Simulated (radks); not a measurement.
Values are calculated unless marked as measured or tabulated.
Ar+, 17 electrons, occupied as [He] 2s2 2p5.5 3s2 3p5.5 (fractional occupations, a model configuration). Level of theory: scalar-relativistic Kohn-Sham, exchange-only B88, spin-unpolarised, spherical densities, point nucleus (a radial shooting solver on a logarithmic mesh with Libxc functionals).

Unscreened Slater integrals over Kohn-Sham orbitals (hartree).

F0(3p,3p): 0.60140
F2(3p,3p): 0.29985
F0(3p,3s): 0.63495
G1(3p,3s): 0.41906
F0(3p,2p): 0.82487
F2(3p,2p): 0.14493
G0(3p,2p): 0.056806
G2(3p,2p): 0.057733
F0(3p,2s): 0.81348
G1(3p,2s): 0.043496
F0(3s,3s): 0.67431
F0(3s,2p): 0.89972
G1(3s,2p): 0.068632
F0(3s,2s): 0.88984
G0(3s,2s): 0.054986
F0(2p,2p): 2.4676
F2(2p,2p): 1.1506
F0(2p,2s): 2.3109
G1(2p,2s): 1.3578
F0(2s,2s): 2.2077

Derived for the open shells (J is the average intra-shell exchange parameter used in DFT+U). 2p: J = F2/5 = 0.2301 hartree. 3p: J = F2/5 = 0.05997 hartree.
